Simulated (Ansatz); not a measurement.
Reactions of `OC=N[SiH2]Cl`.

Computed with Ansatz on PBE0-D4/def2-TZVP structures; ΔE is electronic, products minus reactants. CCSD(T)/CBS adds triple-zeta CCSD(T) − MP2 to the extrapolated MP2 energy (def2 sets, frozen cores). This one scheme is used for every species. Double bonds are as drawn, so ΔE can hold a change between cis and trans. DFT in def2-TZVPP. Each species was taken in one conformer, which may not be the lowest.

```csv
reaction,MP2/CBS(def2) (kcal/mol),PBE-D4 (kcal/mol),CCSD(T)/CBS(def2) (kcal/mol)
`O/C=N/[SiH2]Cl` + `N[Si](Cl)(Cl)Cl` → `Cl[SiH2]N[Si](Cl)(Cl)Cl` + `N=CO`,-0.4,0.2,-0.8
`O/C=N/[SiH2]Cl` + `BN` → `NB[SiH2]Cl` + `N=CO`,21.6,16.4,19.1
`O/C=N/[SiH2]Cl` + `C[O][AlH][O]C` → `O/C=N/[SiH3]` + `C[O][Al]([Cl])[O]C`,-12.0,-10.4,-12.3
`O/C=N/[SiH2]Cl` + `C=CNC` → `C=CN(C)[SiH2]Cl` + `N=CO`,-2.8,-0.8,-2.6
```

Largest T1 diagnostic: 0.014, for `O/C=N/[SiH3]`.
